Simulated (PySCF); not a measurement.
Work out the structure from these simulated measurements.

Formula: C2H5FGeSi.

- Rotational structure: rotational constants A, B, C: 9.878, 0.748, 0.708 GHz [PBE0-D3(BJ)/def2-SVP]
- UV, first state: lowest singlet excitation: 5.42 eV (229 nm, f = 0.000) [TDDFT wB97X-D/def2-SVPD]
- Dipole: 2.28 D [wB97X-D/def2-SVPD]
- Triplet: lowest triplet excitation (Tamm–Dancoff): 4.62 eV [TDA wB97X-D/def2-SVPD]
- 13C NMR: chemical shifts (computed TMS as zero) by class: 119.3 (1 C), 113.4 (1 C) ppm [GIAO PBE/pcSseg-2]
- UV, strongest line: among the 10 lowest singlet transitions: S5 at 7.83 eV (158 nm, f = 1.294) [TDDFT wB97X-D/def2-SVPD]
- Polarisability: 81.2 au [wB97X-D/def2-SVPD]
- 1H NMR: chemical shifts (computed TMS as zero) by class: 5.73 (2 H), 4.32 (3 H) ppm [GIAO PBE/pcSseg-2]

Electronic properties: PySCF, gas phase, density fitting. Levels stand in brackets. Isolated species at its PBE0-D3(BJ)/def2-SVP geometry, gas phase. Relativistic effects, spin–orbit coupling among them, are left out although an element past zinc is present. Each NMR value is the plain mean over a class of atoms that symmetry, rotation or inversion makes alike.

Question: Give a SMILES that accounts for the data.

Answer: Numbering: `[F:1][GeH2:2][C:3]#[C:4][SiH3:5]`. 2 carbons fall into 2 classes; from least to most shielded: alkyne carbon [C3] (119.3 ppm), alkyne carbon [C4] (113.4 ppm). Hydrogen classes from least to most shielded: 2 H on a germanium bonded to C, F and 2 H, Ge2 (5.73 ppm), 3 H on an SiH3 silicon, Si5 (4.32 ppm). By its constants the optimised geometry is an asymmetric top. Structure: `[F][GeH2][C]#C[SiH3]`. Computed isomers that give other values at the same levels: `F[SiH2]C#[C][GeH3]` (rotational constant A: 13.162 GHz; this holds for the one conformer computed). The assignments are read from this structure; whether some other isomer fits the data as well wasn't checked. NMR values of atoms bound to Ge lack the spin–orbit term that these neighbours bring.
